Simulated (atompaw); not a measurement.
**Varying the PAW (atompaw) potential for Ga**

Base potential:

atompaw 4.2.0.5 input, output lines left out:

```
Ga 31
LDA-PW scalarrelativistic loggrid 1500 logderivrange -3 5 201
4 4 3 0 0 0
4 0 1.5
4 1 1.5
0 0 0
c
c
c
v
c
c
v
v
2
2.15 1.95 1.45 2.00
y
1.7
n
y
0.45
n
y
-0.9
n
custom rrkj vanderbiltortho sinc
3 0 troulliermartins
2.15
1.35
2.15
2.15
1.00
1.00
```

All-electron outer shells of the reference configuration (LDA (PW92), scalar-relativistic, ld1.x):

```json
{"shell": "3s", "level (eV)": "-148.42", "outermost node (bohr)": "0.27", "outermost maximum (bohr)": "0.56"}
{"shell": "3p", "level (eV)": "-99.65", "outermost node (bohr)": "0.24", "outermost maximum (bohr)": "0.56"}
{"shell": "3d", "level (eV)": "-20.37", "outermost node (bohr)": "–", "outermost maximum (bohr)": "0.53"}
{"shell": "4s", "level (eV)": "-9.75", "outermost node (bohr)": "0.81", "outermost maximum (bohr)": "1.87"}
{"shell": "4p", "level (eV)": "-3.13", "outermost node (bohr)": "0.87", "outermost maximum (bohr)": "2.47"}
```

Cutoffs, loose and tight: the cutoffs (Ry, on a coarse ladder) from which the occupation-weighted sum of valence levels, in a spherical-Bessel basis at the reference potential, stays within 10 and 1 mRy of its value at 400 Ry. They see the waves, projectors and local potential, not the compensation charge or the core. A dash means not determined.

A true bound ghost makes a file unfit for plane-wave use even where its test errors are small: the radial tests pick states by their node count and pass the ghost by.

| change | outcome | cutoff, loose | cutoff, tight | bound ghosts |
| --- | --- | --- | --- | --- |
| base | generated | 160 Ry | 260 Ry | s |
| local potential troulliermartins scheme with l = 3 at 0 Ry, radius 0.90 bohr | failed: atompaw: The overlap operator has at least one negative eigenvalue! | – | – | – |
| local potential troulliermartins scheme with l = 3 at 0 Ry, radius 1.08 bohr | failed: atompaw: The overlap operator has at least one negative eigenvalue! | – | – | – |
| local potential troulliermartins scheme with l = 3 at 0 Ry, radius 1.26 bohr | generated | 160 Ry | 260 Ry | s |
| local potential troulliermartins scheme with l = 3 at 0 Ry, radius 1.38 bohr | generated | 160 Ry | 260 Ry | s |
| local potential troulliermartins scheme with l = 3 at 0 Ry, radius 1.58 bohr | generated | 160 Ry | 260 Ry | s |
| local potential troulliermartins scheme with l = 3 at 0 Ry, radius 1.94 bohr | failed: atompaw: The overlap operator has at least one negative eigenvalue! | – | – | – |
| local potential troulliermartins scheme with l = 3 at 0 Ry, radius 2.10 bohr | failed: atompaw: The overlap operator has at least one negative eigenvalue! | – | – | – |

(1) What comes out with this change to the base: local potential troulliermartins scheme with l = 3 at 0 Ry, radius 1.72 bohr?

Answers

(1) outcome: generated; cutoff, loose: 160 Ry; cutoff, tight: 260 Ry; bound ghosts: none.

Reading the sweep of the r_vloc (base included, trends over the rows without a ghost): Bound ghosts are found at 1.26, 1.38, 1.45, 1.58 bohr. The generation fails at 0.9, 1.08, 1.94, 2.1 bohr.
